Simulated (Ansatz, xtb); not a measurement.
# C4H10Ge: 14 structures ranked

14 gas-phase structures of C4H10Ge, from a drawn sample of its isomers (lower ones may exist). Each was relaxed with GFN2-xTB; where two conformers were screened, the lower at r2SCAN-D4/def2-SVP//GFN2-xTB is listed:

A. `C[C@@H]1C[C@H]1[GeH3]`, a singlet
B. `C=[CH][GeH2][CH2]C`, a singlet
C. `CC/C=[CH]/[GeH3]`, a singlet
D. `[CH3][GeH]1[CH2]C[CH2]1`, a singlet
E. `[CH3][GeH2][CH]1CC1`, a singlet
F. `C[C@@H]1C[CH2][GeH2]1`, a singlet
G. `[GeH3][CH]1CCC1`, a singlet
H. `C=C(C)[CH2][GeH3]`, a singlet
I. `CC/C=[CH]\[GeH3]`, a singlet
J. `C[C@@H]1C[C@@H]1[GeH3]`, a singlet
K. `C[C]1([GeH3])CC1`, a singlet
L. `C=[C]([GeH3])CC`, a singlet
M. `C=C[CH2][GeH2][CH3]`, a singlet
N. `CC1[CH2][GeH2][CH2]1`, a singlet

Which do you expect lowest at r2SCAN-D4/def2-SVP//GFN2-xTB, and how would the others follow?

Calculated order at r2SCAN-D4/def2-SVP//GFN2-xTB: D (0.000), M (0.090), N (0.178), H (0.226), F (0.261), E (0.262), B (0.322), C (0.331), I (0.375), L (0.385), A (0.419), J (0.457), K (0.463), G (0.588) eV. Less than 1 kcal/mol parts H and F; F and E; B and C; I and L; L and A; A and J; J and K, so the order within those pairs means little.

Energies above the lowest of each column, in eV; the last columns are at r2SCAN-D4/def2-SVP geometries and were run for some of them only (a dash: not run or not comparable):

| structure | GFN2-xTB | HF/STO-3G | r2SCAN-D4/def2-SVP//GFN2-xTB | r2SCAN-D4/def2-SVP | CCSD(T)/def2-SVP + ΔMP2/def2-TZVPP |
| --- | --- | --- | --- | --- | --- |
| D | 0.469 | 0.000 | 0.000 | 0.000 | 0.000 |
| M | 0.566 | 0.993 | 0.090 | 0.122 | 0.101 |
| N | 0.237 | 0.234 | 0.178 | 0.152 | 0.236 |
| H | 0.225 | 1.137 | 0.226 | 0.233 | 0.297 |
| F | 0.348 | 0.339 | 0.261 | 0.224 | 0.325 |
| E | 0.364 | 0.726 | 0.262 | 0.312 | – |
| B | 0.801 | 1.087 | 0.322 | – | – |
| C | 0.353 | 1.053 | 0.331 | – | – |
| I | 0.359 | 1.135 | 0.375 | – | – |
| L | 0.391 | 1.217 | 0.385 | – | – |
| A | 0.127 | 0.894 | 0.419 | – | – |
| J | 0.126 | 0.954 | 0.457 | – | – |
| K | 0.174 | 1.008 | 0.463 | – | – |
| G | 0.000 | 0.413 | 0.588 | – | – |

CCSD(T)/def2-SVP + ΔMP2/def2-TZVPP puts D lowest of those it was run on; GFN2-xTB picks G. Flexible structures stand in one conformer each, not always the lowest. Frequencies (GFN2-xTB) were run for D, F, H, M, N alone. The ΔMP2 step shifts differences by up to 0.234 eV, which makes them less sure. ΔMP2 is the change of the MP2 energy from the smaller to the larger basis.

Over these structures GFN2-xTB departs from r2SCAN-D4/def2-SVP//GFN2-xTB by 0.229 eV on average once a common shift is removed. A GFN2-xTB relaxation took about 0.086 s and the r2SCAN-D4/def2-SVP//GFN2-xTB energy about 1.9 s on a shared host (Ansatz 0.2.0, xtb 6.7.1).
